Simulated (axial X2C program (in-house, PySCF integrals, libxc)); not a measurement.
**AsF⁺: nuclear properties from DFT to coupled cluster**

Computed with an axial X2C code built on PySCF integrals: two-component X2C with atomic mean-field Coulomb and Gaunt terms, Gaussian nuclei, basis As dyall-acv3z, F dyall-av3z with contracted cores.

R = 1.661 Å (near the PBE0 minimum at charge 1 of the determinant lowest at the starting distance; the state shown can have its own minimum elsewhere); state Ω = 1/2 (⟨Sz⟩ = -0.50, ⟨Lz⟩ = 1.00 at PBE0).

```json
{"level": "PBE0", "Eeff magnitude (GV/cm)": "0.0543", "Ws magnitude As (kHz)": "0.0678", "A∥/gI As (MHz)": "2420", "qzz As (a.u.)": "-0.80", "A∥/gI F (MHz)": "209"}
{"level": "HF", "Eeff magnitude (GV/cm)": "0.362", "Ws magnitude As (kHz)": "0.329", "A∥/gI As (MHz)": "2180", "qzz As (a.u.)": "-1.18", "A∥/gI F (MHz)": "131"}
{"level": "B3LYP", "Eeff magnitude (GV/cm)": "0.0499", "Ws magnitude As (kHz)": "0.0191", "A∥/gI As (MHz)": "2390", "qzz As (a.u.)": "-0.68", "A∥/gI F (MHz)": "213"}
```

Eeff is the effective electric field on the electron electric dipole moment in this Ω state and Ws the scalar–pseudoscalar constant of the nucleus named (defined with the proton number Z and per Ω); A∥ (defined per Ω) follows by multiplying with gI = μI/(I μN); qzz is the electric field gradient, eQq0 = 234.96 MHz × Q/barn × qzz. The operators were transformed with the bare-nucleus X2C matrices; with these basis sets, hyperfine constants and field gradients can be off by tens of per cent, and where levels differ in sign neither size nor sign is settled.

Finite-field MP2, CCSD and CCSD(T), with 21 electrons correlated in 130 natural virtual spinors (MP2 remainder added):

```tsv
level	Eeff magnitude (GV/cm)	Ws magnitude As (kHz)	A∥/gI As (MHz)	qzz As (a.u.)	A∥/gI F (MHz)
MP2	0.181	0.136	2310	-0.80	210
CCSD	0.0905	0.0575	2130	-0.89	183
CCSD(T)	0.125	0.087	2100	-0.78	197
```

T1 = 0.017 (Lee–Taylor). One unrestricted determinant, the lowest of a limited PBE0 search, is the reference; the functionals treat spin collinearly. The sign of Eeff is opposite to CCSD(T) at PBE0, HF. Eeff spreads by more than a factor of two over the levels. Correlation of the inner shells is missing, which matters for properties at the nucleus. Number of frozen shells: As 3 s, 2 p; F 1 s.

Q: By how much does correlation change each value, CCSD(T) against HF?

A: A∥/gI As -4 %; qzz As -34 %; A∥/gI F 50 %.
